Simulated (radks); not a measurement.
Polarisability of neutral cobalt, [Ar] 3d7 4s2, at imaginary frequency. Calculated with a radial shooting solver on a logarithmic mesh with Libxc functionals: scalar-relativistic Kohn-Sham, PBE, spin-polarised, spherical densities, finite nucleus; open shells are filled with parallel spins first; Fermi nuclear charge, rms radius 3.7875 fm. Response by self-consistent Sternheimer equations with the Hartree and adiabatic LDA kernel, the relativistic mass of each level held fixed and spin-orbit coupling left out.

w (hartree),alpha1(iw) (bohr^3)
0.00266,51.48
0.0143,51.21
0.0360,49.79
0.0697,45.75
0.118,38.18
0.186,28.37
0.280,19.07
0.413,12.02
0.605,7.347
0.892,4.410
1.35,2.581
2.12,1.422
3.59,0.6856
6.94,0.2516
17.5,0.05318

Static values: alpha1 = 51.49 bohr^3 (7.629 angstrom^3; uncoupled 93.12). C6 = 430.7, triple-dipole C9 = 15830 atomic units. One-pole (London) frequency 4 C6 / (3 alpha1^2) = 0.217 hartree, against 0.190 for minus the highest occupied eigenvalue. Recommended static value: 55 bohr^3 (Schwerdtfeger and Nagle, 2023 table).
